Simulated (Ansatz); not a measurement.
C2H7AlSSi, SMILES `[SiH3]C[CH]1[AlH][S]1`. Total charge 0; spin multiplicity 1. All single points use the PBE0-D4/def2-TZVP geometry. It is one conformer, not always the lowest.

```xyz
12

Si   -1.611    0.528   -0.922
C    -0.269   -0.642   -0.299
C     1.001    0.061    0.137
Al    2.130   -0.437    1.612
S     0.789    1.199    1.673
H    -2.134    1.393    0.166
H    -2.746   -0.252   -1.492
H    -1.044    1.393   -1.992
H    -0.685   -1.255    0.508
H    -0.027   -1.333   -1.116
H     1.429    0.660   -0.667
H     3.167   -1.318    2.393
```

Task: What is the dipole moment at r2SCAN/def2-TZVPP? (Best estimate.)

Result: Ansatz gave: 2.92 D, with components (1.88, -2.23, -0.18) D in this frame, pointing from negative to positive charge.

Task: And with PBE, B3LYP, ωB97M-V? (Best estimate.)

Result: Ansatz gave: PBE 2.74 D, B3LYP 2.93 D, ωB97M-V 3.06 D.

Task: Give the Mulliken charges with r2SCAN, B3LYP, ωB97M-V in def2-TZVPP. (Estimate.)

Result: Ansatz gave: 
| atom | r2SCAN | B3LYP | ωB97M-V |
| --- | --- | --- | --- |
| Si1 | 0.28 | 0.27 | 0.19 |
| C2 | -0.15 | -0.21 | -0.30 |
| C3 | -0.15 | -0.15 | -0.23 |
| Al4 | 0.39 | 0.32 | 0.31 |
| S5 | -0.26 | -0.24 | -0.19 |
| H6 | -0.06 | -0.05 | -0.02 |
| H7 | -0.08 | -0.08 | -0.04 |
| H8 | -0.08 | -0.08 | -0.04 |
| H9 | 0.04 | 0.07 | 0.10 |
| H10 | 0.06 | 0.09 | 0.12 |
| H11 | 0.09 | 0.11 | 0.14 |
| H12 | -0.09 | -0.06 | -0.04 |

B3LYP here is the variant with VWN-RPA as its local correlation; programs differ in this.
